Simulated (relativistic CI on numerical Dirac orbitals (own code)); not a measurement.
**One change at a time: Pm XXXV**

Base calculation: Dirac-Coulomb-Breit CI, separate exchange-only KLI orbitals for each configuration, model QED, unscaled Slater integrals.

Configuration list (outside the closed core [Ne]): 3s2 3p6 3d9, 3s2 3p5 3d10, 3s 3p6 3d10, 3s2 3p6 3d8 4s, 3s2 3p6 3d8 4p, 3s2 3p6 3d8 4d, 3s2 3p4 3d10 4s, 3s2 3p4 3d10 4p, 3s2 3p5 3d9 4s, 3s2 3p6 3d8 4f, 3s2 3p4 3d10 4d, 3s2 3p5 3d9 4p, 3s 3p5 3d10 4s, 3s2 3p6 3d7 4s2, 3s 3p5 3d10 4p, 3s2 3p6 3d7 4s 4p, 3s2 3p5 3d9 4d, 3s 3p6 3d9 4s, 3s2 3p6 3d8 5s, 3s 3p5 3d10 4d, 3s2 3p6 3d7 4p2, 3p6 3d10 4s, 3s2 3p6 3d8 5p, 3s2 3p6 3d7 4s 4d, 3s2 3p5 3d9 4f, 3s 3p6 3d9 4p, 3s2 3p6 3d8 5d, 3p6 3d10 4p, 3s2 3p6 3d7 4p 4d, 3s2 3p5 3d8 4s2, 3s2 3p6 3d8 5f, 3s2 3p6 3d8 5g, 3p6 3d10 4d, 3s2 3p5 3d8 4s 4p, 3s 3p6 3d9 4d, 3s2 3p6 3d7 4d2. Levels of other configurations are missing.

The lowest level and the first level of each name with at least 55 % of one term (blank where a level has no safe partner in the second run):

| Level | Base (eV) | Shift (eV) |
| --- | --- | --- |
| 3s2 3p6 3d9 2D_5/2 | 0.000 | 0.000 |
| 3s2 3p6 3d9 2D_3/2 | 25.476 | +0.009 |
| 3s2 3p5 3d10 2P°_3/2 | 317.739 | -0.015 |
| 3s2 3p5 3d10 2P°_1/2 | 436.661 | -0.019 |
| 3s 3p6 3d10 2S_1/2 | 610.223 | +0.038 |
| 3s2 3p6 3d8 4s 4F_9/2 | 921.144 | +0.634 |
| 3s2 3p6 3d8 4s 2F_7/2 | 923.480 | +0.654 |
| 3s2 3p6 3d8 4s 4F_7/2 | 946.143 | +0.725 |
| 3s2 3p6 3d8 4s 4F_5/2 | 946.575 | +0.727 |
| 3s2 3p6 3d8 4s 4P_3/2 | 957.003 | +0.704 |
| 3s2 3p6 3d8 4s 2G_9/2 | 958.471 | +0.699 |
| 3s2 3p6 3d8 4s 2P_1/2 | 958.580 | +0.713 |
| 3s2 3p6 3d8 4s 2G_7/2 | 958.762 | +0.703 |
| 3s2 3p6 3d8 4s 2S_1/2 | 995.209 | +0.754 |

At this charge energies of transitions that change n are usually good to better than 1 %, and those within a shell (Δn = 0) to a few per cent.

Q: One thing was changed in a second run, which moved the levels as shown. Which?
A. QED terms removed
B. Breit term removed
C. valence Slater integrals scaled by 0.9
D. one mean potential for all configurations
E. configuration mixing switched off

A: D. One mean potential for all configurations. One potential for all configurations removes the relaxation of the orbitals, which moves whole configurations and changes the integrals a little.

LS names give the leading component of a level, which can be under half, so a name can repeat, a term be missing and a line seem to break the LS rules.
